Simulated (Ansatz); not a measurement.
C₃H₅F₃Ge (`C=C[CH2][Ge]([F])([F])[F]`), relaxed with RKS PBE-D4/def2-SVP in Ansatz 0.2.0 from a rough embedded geometry. The force threshold is 0.03 eV/Å; the program also tests the step.

The species carries charge 0 and has multiplicity 1.

Start:

```xyz
12

C    -0.762   -1.638    0.635
C     0.353   -1.164    0.077
C     0.353    0.014   -0.890
Ge    0.169    1.635    0.052
F     0.246    3.005   -1.110
F    -1.480    1.712    0.800
F     1.350    1.834    1.300
H    -1.677   -1.095    0.468
H    -0.761   -2.441    1.385
H     1.274   -1.711    0.299
H     1.341    0.015   -1.378
H    -0.406   -0.165   -1.638
```

Question: By how much does the energy fall, and how many steps does the optimiser take? (Best estimate.)

Answer: Ansatz gave: 33.76 kJ/mol, in 16 steps.

Question: Which bonds change most? (An estimate is asked.)

Answer: Computed: Ge4–F6 from 1.812 to 1.740 Å; C3–Ge4 from 1.883 to 1.953 Å; Ge4–F5 from 1.798 to 1.742 Å; C3–H12 from 1.081 to 1.109 Å.

Question: Give the relaxed structure. (Best estimate.)

Answer: Ansatz gave: 
```xyz
12

C    -0.743   -1.902    0.551
C     0.279   -1.099    0.204
C     0.200   -0.019   -0.834
Ge    0.241    1.745    0.004
F     0.615    3.039   -1.101
F    -1.265    2.190    0.755
F     1.443    1.832    1.259
H    -1.732   -1.823    0.071
H    -0.624   -2.668    1.332
H     1.250   -1.202    0.719
H     1.066   -0.029   -1.529
H    -0.732   -0.065   -1.432
```
